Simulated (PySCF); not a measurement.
Structure problem from calculated spectra and properties.

Formula: C7H12N2.

- NMR, other nuclei: isotropic shieldings of nuclei other than C and H, by class: -78 (1 N), 48 (1 N) ppm [GIAO PBE0/pcSseg-1]
- 1H NMR: chemical shifts (computed TMS as zero) by class: 5.89 (1 H), 3.87 (3 H), 2.64 (2 H), 2.33 (3 H), 1.14 (3 H) ppm [GIAO PBE0/pcSseg-1]
- 13C NMR: chemical shifts (computed TMS as zero) by class: 150.0 (1 C), 147.6 (1 C), 110.6 (1 C), 37.4 (1 C), 23.3 (1 C), 18.4 (1 C), 15.7 (1 C) ppm [GIAO PBE0/pcSseg-1]
- Rotational structure: rotational constants A, B, C: 2.846, 1.211, 0.923 GHz [GFN2-xTB]
- Dipole: 2.37 D [PBE0/pcSseg-1]

Electronic properties: PySCF, gas phase, density fitting. Levels stand in brackets. Geometry: GFN2-xTB, one conformer, isolated molecule. GFN2-xTB frequencies show an imaginary mode (73i cm⁻¹), so this geometry is no minimum at that level. NMR classes are plain means over equivalent atoms (diastereotopic ones count apart unless rotation or inversion swaps them), as if these changed places fast.

**Question.** What is the compound? Reason from the data.

**Answer.** Numbering: `[CH3:1][CH2:2][c:3]1[cH:4][c:5]([CH3:6])[n:7][n:8]1[CH3:9]`. Its formula, C7H12N2, gives 3 degrees of unsaturation: 1 ring and 2 π bonds in the structure found (Kekulé form). 7 carbons fall into 7 classes; from least to most shielded: substituted aromatic carbon [C5] (150.0 ppm), substituted aromatic carbon [C3] (147.6 ppm), aromatic CH carbon [C4] (110.6 ppm), N-methyl carbon [C9] (37.4 ppm), benzylic-type carbon [C2] (23.3 ppm), methyl carbon [C1] (18.4 ppm), benzylic-type carbon [C6] (15.7 ppm). Hydrogen classes from least to most shielded: 1 H on an aromatic CH carbon, C4 (5.89 ppm), 3 H on an N-methyl carbon, C9 (3.87 ppm, a mean of values up to 0.7 ppm apart in this geometry), 2 H on a benzylic-type carbon, C2 (2.64 ppm), 3 H on a benzylic-type carbon, C6 (2.33 ppm, a mean of values up to 0.5 ppm apart in this geometry), 3 H on a methyl carbon, C1 (1.14 ppm). The other shieldings belong to: -78 ppm, pyridine-type nitrogen [N7]; 48 ppm, pyrrole-type nitrogen [N8]. The optimised geometry has point group C1 and is an asymmetric top. Structure: `n1n(C)c(cc1C)CC`. Computed isomers that give other values at the same levels: `C=C[C@H]1CN(C)N=C1C` (13C chemical shifts (computed TMS as zero) by class: 148.0 (1 C), 144.8 (1 C), 120.6 (1 C), 63.2 (1 C), 60.9 (1 C), 42.9 (1 C), 16.0 (1 C) ppm); `[H]/N=C\[C@]1(CN)CC12CC2` (13C chemical shifts (computed TMS as zero) by class: 177.2 (1 C), 53.0 (1 C), 32.9 (1 C), 22.0 (1 C), 21.5 (1 C), 7.9 (1 C), 5.6 (1 C) ppm); `C=C/C(=N\N=C)C(C)C` (13C chemical shifts (computed TMS as zero) by class: 137.7 (1 C), 133.6 (1 C), 124.8 (1 C), 114.7 (1 C), 32.3 (1 C), 22.6 (2 C) ppm). The assignments are read from this structure; whether some other isomer fits the data as well wasn't checked.

Conformer computed: `[CH3:1][CH2:2][c:3]1[cH:4][c:5]([CH3:6])[n:7][n:8]1[CH3:9]`: C1–C2–C3–C4 89°.
